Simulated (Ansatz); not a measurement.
C$_{2}$H$_{8}$N$_{2}$, charge -1, doublet, at the geometry of the source list (a state made from the parent by changing its charge; the spin is typed, not shown lowest) (a gas-phase anion, which may not be bound at this level); CASSCF(5,7)/6-31G (Ansatz, a first-principles code).

The Ansatz input:
Ansatz 0.2 input:
```yaml
crystal:
  periodic: [false, false, false]
  atoms:
    - {symbol: N, position_ang: [1.81920000, 0.32880000, -0.24680000]}
    - {symbol: C, position_ang: [0.59640000, 0.05550000, 0.48970000]}
    - {symbol: C, position_ang: [-0.53300000, -0.29160000, -0.47890000]}
    - {symbol: N, position_ang: [-1.74710000, -0.59020000, 0.26320000]}
    - {symbol: H, position_ang: [2.57510000, 0.54150000, 0.39640000]}
    - {symbol: H, position_ang: [1.69300000, 1.13770000, -0.85020000]}
    - {symbol: H, position_ang: [0.26930000, 0.89670000, 1.12620000]}
    - {symbol: H, position_ang: [0.77840000, -0.80250000, 1.14040000]}
    - {symbol: H, position_ang: [-0.25250000, -1.18330000, -1.04440000]}
    - {symbol: H, position_ang: [-0.65050000, 0.53860000, -1.19900000]}
    - {symbol: H, position_ang: [-2.49040000, -0.86170000, -0.37030000]}
    - {symbol: H, position_ang: [-2.05800000, 0.23060000, 0.77380000]}
basis:
  gaussian:
    orbitals: 6-31G
hamiltonian:
  xc: hf
total_charge: -1
correlation: {active_space: {window: {electrons: 5, orbitals: 7}}}
magnetization: {spin_polarized: false, initial_magnetization: 1}
```

### Question
Write the output that Ansatz gives for this input, abridged.

### Answer

```
Functional definition: HF
774 factors; integrals over basis functions are off by at most 2.0e-4 eV
mean field evaluation 1: about -5140.0752 eV, gradient 2.5e1 eV
mean field evaluation 2: about -5140.0755 eV, gradient 2.5e1 eV
mean field evaluation 4: about -5141.9662 eV, gradient 3.0e0 eV
mean field evaluation 8: about -5141.9937 eV, gradient 1.5e-1 eV
mean field evaluation 16: about -5142.2028 eV, gradient 6.2e-2 eV
mean field evaluation 32: about -5142.2026 eV, gradient 1.0e-1 eV
mean field -5142.20294297 eV, -188.9724726438 hartree, gradient 5.7e-6 eV, S^2 0.750000; 6 other end points of the search recorded, 0 dependent functions left out
reference -5142.20294297 eV, -188.9724726438 hartree; 18, 17 occupied and 34, 35 virtual orbitals, 774 factors
state -5143.62725798 eV, -189.0248152550 hartree
2 active orbitals were swapped for others, from the solution at -5143.36848513 eV, -189.0153055283 hartree to that at -5143.49651072 eV, -189.0200103819 hartree; typed "places" are swapped only where nearly empty or full, and so, without "given_window_search", are "orbital_numbers", "shells" and a window whose orbitals a file names under [Active]
2 active orbitals were swapped for others, from the solution at -5143.49651072 eV, -189.0200103819 hartree to that at -5143.62725798 eV, -189.0248152550 hartree; typed "places" are swapped only where nearly empty or full, and so, without "given_window_search", are "orbital_numbers", "shells" and a window whose orbitals a file names under [Active]
Total energy: -5143.62725798 eV, -189.0248152550 hartree
```
